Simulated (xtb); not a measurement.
Hf(Cl)3(SH) (Cl3HHfS), SMILES [SH][Hf]([Cl])([Cl])[Cl], multiplicity 1. All values are semi-empirical tight-binding results from xtb (GFN2-xTB unless named), good for trends rather than for accurate numbers. The structure is a stationary point at GFN2-xTB. The multiplicity is an assumed one; no other spin state was optimised. The structure was generated by enumeration; whether it is a known compound was not checked. One conformer was computed; it need not be the lowest.

For metal compounds this method's bond lengths and energies can be far off.

* **orbital gap**: 1.82 eV
* **zero-point energy**: 6.3 kcal/mol
* **G − E(el) at 298.15 K (modified RRHO)**: -18.1 kcal/mol
